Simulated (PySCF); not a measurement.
H$_{5}$BN (SMILES B[NH3+]), charge +1, singlet, at a GFN2-xTB geometry, with bond 5-2 at 2.0 times its length; PySCF with B3LYP/6-31G*.

The PySCF input:
```python
from pyscf import gto, scf, dft

mol = gto.Mole()
mol.atom = '''
    B     0.882639    0.092840   -0.007377
    N    -0.616010   -0.067843   -0.009475
    H     1.537489   -0.852543    0.171414
    H     1.320212    1.160973   -0.156671
    H    -1.245079    0.220883    1.932126
    H    -0.927964   -1.006052   -0.287862
    H    -1.100315    0.631803   -0.584997
'''
mol.basis = '6-31g*'
mol.charge = 1
mol.spin = 0
mol.verbose = 4
mol.build()

mf = dft.RKS(mol)
mf.xc = 'b3lyp'
mf.conv_tol_grad = 1e-7
mf.kernel()
mf.analyze()
```

The log (banner, timings and long lists left out):

```
PySCF version 2.14.0

[INPUT] verbose = 4
[INPUT] num. atoms = 7
[INPUT] num. electrons = 16
[INPUT] charge = 1
[INPUT] spin (= nelec alpha-beta = 2S) = 0
[INPUT] symmetry False subgroup None
[INPUT] Mole.unit = angstrom
[INPUT] Symbol           X                Y                Z      unit          X                Y                Z       unit  Magmom
[...]
nuclear repulsion = 34.5183096772282
number of shells = 22
number of NR pGTOs = 74
number of NR cGTOs = 38
basis = 6-31g*
ecp = {}

******** <class 'pyscf.dft.rks.RKS'> ********
method = RKS
initial guess = minao
damping factor = 0
level_shift factor = 0
DIIS = <class 'pyscf.scf.diis.CDIIS'>
diis_start_cycle = 1
diis_space = 8
diis_damp = 0
SCF conv_tol = 1e-09
SCF conv_tol_grad = 1e-07
SCF max_cycles = 50
direct_scf = True
direct_scf_tol = 1e-13
XC library pyscf.dft.libxc version 7.1.2
    S. Lehtola, C. Steigemann, M. J. T. Oliveira, and M. A. L. Marques,  SoftwareX 7, 1–5 (2018)
XC functionals = b3lyp
    P. J. Stephens, F. J. Devlin, C. F. Chabalowski, and M. J. Frisch,  J. Phys. Chem. 98, 11623 (1994)
radial grids:
    Treutler-Ahlrichs [JCP 102, 346 (1995); DOI:10.1063/1.469408] (M4) radial grids

becke partition: Becke, JCP 88, 2547 (1988); DOI:10.1063/1.454033
pruning grids: <function nwchem_prune>
grids dens level: 3
symmetrized grids: False
atomic radii adjust function: <function treutler_atomic_radii_adjust>
small_rho_cutoff = 0
Initial guess from minao.
tot grids = 76992
init E= -82.3301354347843
[...]
cycle= 1 E= -82.142925078322  delta_E= 0.187  |g|= 0.242  |ddm|= 1.98
[...]
cycle= 2 E= -82.0085140648651  delta_E= 0.134  |g|= 0.696  |ddm|= 0.947
[...]
cycle= 3 E= -82.1855445128142  delta_E= -0.177  |g|= 0.0499  |ddm|= 0.584
[...]
cycle= 4 E= -82.1863658984104  delta_E= -0.000821  |g|= 0.0222  |ddm|= 0.079
[...]
cycle= 5 E= -82.1864760754879  delta_E= -0.00011  |g|= 0.00579  |ddm|= 0.0175
[...]
cycle= 6 E= -82.1864910527983  delta_E= -1.5e-05  |g|= 0.000466  |ddm|= 0.00685
[...]
cycle= 7 E= -82.1864910940593  delta_E= -4.13e-08  |g|= 0.00026  |ddm|= 0.00061
[...]
cycle= 8 E= -82.1864911262465  delta_E= -3.22e-08  |g|= 1.65e-05  |ddm|= 0.000293
[...]
cycle= 9 E= -82.1864911264591  delta_E= -2.13e-10  |g|= 5.26e-06  |ddm|= 3.7e-05
[...]
cycle= 10 E= -82.186491126475  delta_E= -1.6e-11  |g|= 8.53e-07  |ddm|= 9.54e-06
[...]
cycle= 11 E= -82.1864911264761  delta_E= -1.05e-12  |g|= 1.6e-07  |ddm|= 2.6e-06
[...]
cycle= 12 E= -82.1864911264762  delta_E= -8.53e-14  |g|= 3.27e-08  |ddm|= 6.53e-07
[...]
Extra cycle  E= -82.1864911264758  delta_E= 3.98e-13  |g|= 1.22e-08  |ddm|= 1.64e-07
converged SCF energy = -82.1864911264758
**** SCF Summaries ****
Total Energy =                         -82.186491126475786
Nuclear Repulsion Energy =              34.518309677228203
One-electron Energy =                 -173.826551661665320
Two-electron Energy =                   57.121750857961331
Two-electron Coulomb Energy =           69.528985585008357
DFT Exchange-Correlation Energy =      -12.407234727047026
HOMO-LUMO gap [eV] =                     3.289121475144306
**** MO energy ****
[...]
 ** Mulliken pop on meta-lowdin orthogonal AOs  **
 ** Mulliken pop  **
[...]
 ** Mulliken atomic charges  **
charge of    0B =      0.12485
charge of    1N =     -0.22950
charge of    2H =      0.06281
charge of    3H =      0.06222
charge of    4H =      0.39841
charge of    5H =      0.29052
charge of    6H =      0.29069

WARN: System has nonzero charge 1; the dipole moment is origin-dependent.
Location of origin: [0. 0. 0.]

Dipole moment(X, Y, Z, Debye): -3.43993,  0.05713,  2.31264
```
